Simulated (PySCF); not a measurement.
Can point charges reproduce the dipole moment of `COCO[SiH2]P([SiH3])[SiH3]`?

Coordinates (GFN2-xTB, Å) and charges (e) from the PBE0/pcSseg-1 density (PySCF):

```csv
atom,x,y,z,Mulliken,IAO,Hirshfeld,ESP-fitted
C1,3.393,0.927,-0.276,-0.0539,-0.2091,-0.0389,-0.1575
O2,2.969,0.136,0.819,-0.5136,-0.3901,-0.1383,-0.2850
C3,2.272,-0.998,0.447,+0.3242,+0.1358,+0.0728,-0.0481
O4,1.019,-0.725,-0.073,-0.6351,-0.6474,-0.2248,-0.2946
Si5,-0.014,0.290,0.661,+0.6583,+0.8222,+0.3214,+0.5184
P6,-1.640,0.351,-0.831,-0.5754,-0.3413,-0.1201,-0.4352
Si7,-2.433,-1.731,-0.781,+0.3516,+0.4255,+0.2571,+0.3720
Si8,-3.108,1.465,0.398,+0.3071,+0.4095,+0.2489,+0.3114
H9,2.546,1.233,-0.895,+0.1181,+0.1342,+0.0387,+0.1076
H10,4.110,0.375,-0.893,+0.1006,+0.1296,+0.0423,+0.1071
H11,3.872,1.805,0.152,+0.1268,+0.1628,+0.0540,+0.1220
H12,2.817,-1.573,-0.318,+0.1038,+0.1293,+0.0415,+0.1416
H13,2.174,-1.597,1.360,+0.1145,+0.1399,+0.0437,+0.1353
H14,-0.356,-0.231,1.990,-0.0783,-0.1517,-0.0846,-0.1017
H15,0.509,1.645,0.832,-0.0572,-0.1343,-0.0804,-0.0671
H16,-3.691,-1.708,-1.530,-0.0529,-0.0994,-0.0719,-0.0633
H17,-2.700,-2.211,0.581,-0.0587,-0.1154,-0.0757,-0.0935
H18,-1.460,-2.606,-1.431,-0.0377,-0.0905,-0.0670,-0.0709
H19,-3.377,0.843,1.698,-0.0511,-0.1172,-0.0770,-0.0878
H20,-4.348,1.523,-0.373,-0.0458,-0.0955,-0.0712,-0.0501
H21,-2.566,2.803,0.618,-0.0453,-0.0967,-0.0699,-0.0606
```

**Question.** Form Σ q r in debye for every column and set it beside the full dipole.

**Answer.** The full density gives (0.91, -0.33, 0.16) D, 0.98 D in size; dipole vectors point from the negative to the positive end.

```json
{"scheme": "Mulliken", "μx": "0.71", "μy": "-0.40", "μz": "1.40", "size (D)": "1.62", "share of the full size (%)": "165", "angle to the full dipole (°)": "51"}
{"scheme": "IAO", "μx": "0.24", "μy": "0.53", "μz": "0.09", "size (D)": "0.59", "share of the full size (%)": "60", "angle to the full dipole (°)": "84"}
{"scheme": "Hirshfeld", "μx": "0.89", "μy": "0.07", "μz": "-0.39", "size (D)": "0.98", "share of the full size (%)": "99", "angle to the full dipole (°)": "41"}
{"scheme": "ESP-fitted", "μx": "0.88", "μy": "-0.32", "μz": "0.15", "size (D)": "0.95", "share of the full size (%)": "97", "angle to the full dipole (°)": "1"}
```

**Question.** Which set comes closest?

**Answer.** Length of the difference vector: ESP-fitted 0.03 D, Hirshfeld 0.68 D, IAO 1.09 D, Mulliken 1.26 D. Closest: ESP-fitted. ESP charges are fitted to the potential around the molecule, whose slowest-falling term is the dipole's. 

**Question.** What is left for the Hirshfeld atoms' own dipoles?

**Answer.** The Hirshfeld atoms' densities add up to the full density, so μ = Σ q r + Σ (atomic dipoles). The atomic dipoles sum to (0.91, -0.33, 0.16) − (0.89, 0.07, -0.39) = (0.02, -0.40, 0.55) D, 0.68 D in size.

**Question.** With the origin at the mean of the coordinates, (0.000, 0.001, 0.103) Å, which are the largest single terms, by size, of the ESP-fitted dipole along the direction of the full one?

**Answer.** Si8 -4.97, O2 -3.88, P6 +3.75, Si7 -3.28, C1 -2.11 D; all 21 atoms together +0.95 D. The single terms depend on the origin, their sum doesn't.

**Question.** Give the size of the full dipole in other units.

**Answer.** 0.98 D = 0.387 au = 0.205 e·Å = 3.28 × 10⁻³⁰ C·m.

Geometry: GFN2-xTB, one conformer, isolated molecule.

Conformer computed: `[CH3:1][O:2][CH2:3][O:4][SiH2:5][P:6]([SiH3:7])[SiH3:8]`: C1–O2–C3–O4 -70°, O2–C3–O4–Si5 -48°, C3–O4–Si5–P6 175°, O4–Si5–P6–Si7 66°.
